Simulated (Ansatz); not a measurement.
A nudged elastic band was laid between two geometries of C2H11NOSi2 (17 atoms, charge 0, multiplicity 1).

Theory: RKS B3LYP-D4/STO-3G (Ansatz).

```yaml
movable_images: 5
climbing_image: yes
spring: 5.0 eV/Å²
optimiser: quadratic models (default)
start_path: IDPP
force_threshold: 0.05 eV/Å
iteration_limit: 57
end_points: relaxed
```

Image 0:

```xyz
17
Properties=species:S:1:pos:R:3
C 1.672 -0.838 -0.700
C 0.922 0.487 -1.029
Si -0.965 0.342 -0.972
O -1.498 -1.155 -1.608
N -1.478 0.583 0.665
Si -0.584 0.461 2.152
H 1.381 -1.638 -1.400
H 1.449 -1.184 0.322
H 2.762 -0.704 -0.777
H 1.224 0.817 -2.035
H 1.255 1.271 -0.331
H -1.592 1.315 -1.841
H -1.117 -1.856 -0.967
H -2.474 0.834 0.783
H 0.073 -0.827 2.268
H 0.455 1.469 2.256
H -1.504 0.624 3.255
```

Image 6:

```xyz
17
Properties=species:S:1:pos:R:3
C 1.572 -1.060 -1.700
C 0.975 -0.139 -0.597
Si -0.914 -0.188 -0.561
O -1.480 -1.789 -0.353
N -1.447 0.882 0.691
Si -0.584 1.462 2.085
H 1.243 -0.740 -2.702
H 1.249 -2.104 -1.558
H 2.673 -1.040 -1.683
H 1.315 0.895 -0.768
H 1.384 -0.444 0.379
H -1.479 0.205 -1.834
H -1.122 -2.071 0.563
H -2.406 1.254 0.587
H 0.215 0.393 2.646
H 0.321 2.554 1.777
H -1.534 1.930 3.069
```

(1) Which bonds break or form, and what moves?

(2) Give the energies along the band, and the barrier.

(3) What is the geometry of the highest image?

Results:

(1) No bond is made or broken. The dihedral H11–C2–Si3–O4 goes from -161 to -65°.

(2) The forces met the threshold. The highest image is number 3 of 0 to 6, 0.036 eV above the first end and 0.041 eV above the last; the last end lies 0.005 eV below the first. A vibrational analysis at the climbing image gives one clearly imaginary mode, 56i cm⁻¹: a first-order saddle point. Limits of this set-up: minimal basis.

| image | path coordinate (Å) | energy (eV) | dihedral H11–C2–Si3–O4 (°) |
| --- | --- | --- | --- |
| 0 | 0.00 | 0.000 | -161 |
| 1 | 0.81 | 0.013 | -146 |
| 2 | 1.62 | 0.031 | -130 |
| 3 | 2.43 | 0.036 | -115 |
| 4 | 3.29 | 0.024 | -98 |
| 5 | 4.15 | 0.003 | -82 |
| 6 | 5.01 | -0.005 | -65 |

(3) 
```xyz
17
Properties=species:S:1:pos:R:3:forces:R:3
C 1.684 -1.115 -1.192 -0.02 0.02 -0.01
C 0.951 0.219 -0.859 0.01 -0.02 0.00
Si -0.938 0.063 -0.806 -0.03 0.01 0.04
O -1.446 -1.565 -0.941 0.00 -0.02 -0.01
N -1.494 0.804 0.659 0.02 0.01 -0.02
Si -0.643 1.092 2.149 -0.01 0.00 -0.01
H 1.352 -1.516 -2.163 0.00 -0.01 0.00
H 1.485 -1.882 -0.427 0.01 0.00 0.00
H 2.773 -0.962 -1.241 0.00 -0.01 0.00
H 1.228 0.971 -1.613 0.00 0.00 0.01
H 1.329 0.595 0.104 0.00 0.00 0.00
H -1.555 0.695 -1.952 -0.01 0.00 0.00
H -1.074 -2.023 -0.105 0.01 0.00 0.00
H -2.482 1.108 0.659 0.00 0.00 0.00
H 0.089 -0.091 2.554 0.00 0.00 0.00
H 0.323 2.169 2.043 0.00 0.00 0.01
H -1.602 1.438 3.172 0.00 -0.01 0.00
```

The run took 120 s on 1 thread of Arm Neoverse V1 (shared host), peak memory 0.14 GiB.
